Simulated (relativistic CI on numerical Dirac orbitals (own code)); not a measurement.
# Hyperfine structure of Rb¹¹⁺, mass number 85

Computed by Dirac-Coulomb-Breit CI, orbitals from a KLI potential per configuration, model QED (radiative potential, 1s self-energy scaled to tabulated hydrogen-like ionisation energies), unscaled Slater integrals (own radial code, finite nucleus).

Configurations in the expansion (outside the closed core [Ne]): 3s²3p⁶3d⁸, 3s²3p⁵3d⁹, 3s²3p⁴3d¹⁰, 3s3p⁶3d⁹, 3s²3p⁶3d⁷4s, 3s²3p⁶3d⁷4p, 3p⁶3d¹⁰, 3s²3p⁶3d⁷4d, 3s²3p⁶3d⁶4s², 3s²3p⁶3d⁶4s4p, 3s²3p⁶3d⁷4f, 3s3p⁵3d¹⁰, 3s²3p⁶3d⁷5s, 3s²3p⁶3d⁶4p², 3s²3p⁶3d⁷5p, 3s²3p⁶3d⁶4s4d. Levels of other configurations are missing.

Nuclear spin I = 5/2, μ = 1.35306 μN, Q = 0.276 b (tables of Stone and Pyykkö). The electronic factors are computed for point nuclear moments, without core polarisation or the Bohr-Weisskopf and QED corrections.

```
         Level  E (cm⁻¹)  A (MHz)  B (MHz)
 3s²3p⁶3d⁸ ³F4         0     1245     -645
 3s²3p⁶3d⁸ ³F3     10916     1712     -466
 3s²3p⁶3d⁸ ³F2     15600     2150     -240
 3s²3p⁶3d⁸ ³P1     48616   -44.54     -451
 3s²3p⁶3d⁸ ³P2     49118     1761      802
 3s²3p⁶3d⁸ ¹G4     61249     1838    -2560
3s²3p⁵3d⁹ ³F°4   1004211     3329    -7850
3s²3p⁵3d⁹ ¹D°2   1020620     3000     3350
```

Levels with J = 0, under 50 % of one LS term, or S terms without an open s electron are left out. Small factors come from cancelling terms and can be off by tens of per cent or more.

At this charge energies of transitions that change n are usually good to better than 1 %, and those within a shell (Δn = 0) to a few per cent. Terms inside the open d or f shell come out 10 to 20 % too wide with unscaled integrals.

Give the hyperfine levels of 3s²3p⁶3d⁸ ³F4 relative to its centre of gravity.

With K = F(F + 1) − I(I + 1) − J(J + 1), E = AK/2 + B[¾K(K + 1) − I(I + 1)J(J + 1)]/[2I(2I − 1)J(2J − 1)]: F = 3/2: -15880, F = 5/2: -12580, F = 7/2: -8027, F = 9/2: -2299, F = 11/2: 4511, F = 13/2: 12290 MHz.

LS names give the leading component of a level, which can be under half, so a name can repeat, a term be missing and a line seem to break the LS rules.
